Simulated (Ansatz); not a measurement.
Reaction (formal exchange of groups at the Al–F bond): `[NH2][Al]([F])[SiH3]` + `O[SiH3]` → `[NH2][Al]([SiH3])[SiH2]O` + H–F

Gas-phase electronic energies from Ansatz, PBE0-D4/def2-TZVP geometries. CBS: MP2 limit from def2 TZ/QZ plus the TZ coupled-cluster correction, frozen cores. This one scheme is used for every species. Functionals use def2-TZVPP. Each species was taken in one conformer, which may not be the lowest.

| level | ΔE (eV) |
| --- | --- |
| B2PLYP | 2.15 |
| PBE0 | 1.89 |
| SCS-MP2/def2-QZVPP | 2.18 |
| CCSD/CBS(def2) | 2.08 |

Question: What does CCSD(T)/CBS give? (Best estimate.)

Answer: Ansatz gave: +2.03 eV. The listed levels differ from it by 0.12, -0.14, 0.15, 0.05 eV.

Largest T1 diagnostic among the species: 0.013.

In def2-TZVPP, CCSD(T) changes the Hartree–Fock value by −0.31 eV (the triples alone add −0.05 eV) and MP2 by −0.22 eV. The D4 term adds −0.09 eV with B3LYP and −0.05 eV with PBE0; it sums over pairs of atoms, weighted by their polarisabilities, and B3LYP, whose exchange is more repulsive, gets the larger term. Leaving LDA and LC-ωPBE aside and taking each functional with its dispersion term where it has one, the values, not all of them listed here, spread over 0.39 eV, from revPBE-D4 to CAM-B3LYP-D4.

B3LYP here is the variant with VWN-RPA as its local correlation; programs differ in this.
